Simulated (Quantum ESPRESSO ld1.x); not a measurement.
Ir II, configuration [Kr] 4d10 4f14 5s2 5p5 5d7 6s1 5f1 (not the ground configuration).

Method: non-relativistic Kohn-Sham, LDA (Slater exchange, Perdew-Zunger correlation), spin-polarised, spherical densities, point nucleus; open shells are filled with parallel spins first; relativity is left out, which matters for an element this heavy; computed with ld1.x of Quantum ESPRESSO 7.5.

Energy parts (hartree):
| part | energy |
|---|---|
| total | -16799.1633 |
| kinetic | 16793.4084 |
| electron-nucleus | -39962.1092 |
| Hartree | 6688.1782 |
| exchange-correlation | -318.6407 |

Orbitals (lengths in bohr, moments of r in powers of bohr; r(max) is where P^2 peaks; r(90%) holds 90 % of the orbital's charge):
| orbital | occ. | eigenvalue (hartree) | r(max) | <r^4> | r(90%) | <r> |
|---|---|---|---|---|---|---|
| 1s up | 1 | -2544.50 | 0.013 | 6.743e-07 | 0.0350 | 0.01968 |
| 1s down | 1 | -2544.49 | 0.013 | 6.743e-07 | 0.0350 | 0.01968 |
| 2s up | 1 | -422.878 | 0.071 | 0.0001091 | 0.127 | 0.08297 |
| 2s down | 1 | -422.866 | 0.071 | 0.0001091 | 0.127 | 0.08297 |
| 2p up | 3 | -406.248 | 0.055 | 0.00006839 | 0.113 | 0.07012 |
| 2p down | 3 | -406.237 | 0.055 | 0.00006839 | 0.113 | 0.07012 |
| 3s up | 1 | -98.6344 | 0.194 | 0.003752 | 0.306 | 0.2100 |
| 3s down | 1 | -98.6267 | 0.194 | 0.003751 | 0.306 | 0.2100 |
| 3p up | 3 | -90.8204 | 0.183 | 0.003327 | 0.298 | 0.2002 |
| 3p down | 3 | -90.8123 | 0.183 | 0.003326 | 0.298 | 0.2002 |
| 3d up | 5 | -76.1975 | 0.144 | 0.002232 | 0.271 | 0.1750 |
| 3d down | 5 | -76.1878 | 0.144 | 0.002232 | 0.271 | 0.1750 |
| 4s up | 1 | -21.0076 | 0.435 | 0.08560 | 0.666 | 0.4650 |
| 4s down | 1 | -20.9932 | 0.435 | 0.08544 | 0.665 | 0.4648 |
| 4p up | 3 | -17.6803 | 0.435 | 0.09316 | 0.681 | 0.4701 |
| 4p down | 3 | -17.6649 | 0.435 | 0.09292 | 0.681 | 0.4699 |
| 4d up | 5 | -11.5707 | 0.428 | 0.1138 | 0.718 | 0.4811 |
| 4d down | 5 | -11.5529 | 0.428 | 0.1132 | 0.717 | 0.4807 |
| 5s up | 1 | -3.61478 | 0.977 | 2.390 | 1.53 | 1.070 |
| 5s down | 1 | -3.52033 | 0.977 | 2.377 | 1.53 | 1.067 |
| 4f up | 7 | -3.45238 | 0.389 | 0.2276 | 0.841 | 0.5212 |
| 4f down | 7 | -3.42832 | 0.389 | 0.2217 | 0.836 | 0.5191 |
| 5p up | 3 | -2.57816 | 1.04 | 3.510 | 1.69 | 1.164 |
| 5p down | 2 | -2.48015 | 1.03 | 3.509 | 1.69 | 1.162 |
| 5d up | 5 | -0.97338 | 1.25 | 12.50 | 2.32 | 1.527 |
| 5d down | 2 | -0.87589 | 1.25 | 13.29 | 2.35 | 1.541 |
| 6s up | 1 | -0.64502 | 2.41 | 100.5 | 3.90 | 2.713 |
| 6s down | 0 | -0.58047 | 2.45 | 111.2 | 4.01 | 2.773 |
| 5f up | 1 | -0.09625 | 6.82 | 6691 | 11.3 | 7.543 |
| 5f down | 0 | -0.07573 | 7.94 | 12230 | 13.2 | 8.842 |

The highest occupied level is 5f up at -2.619 eV. The configuration is held as typed, so some empty levels lie below it. The density falls to 0.001 e/bohr^3 at r = 4.16 bohr.
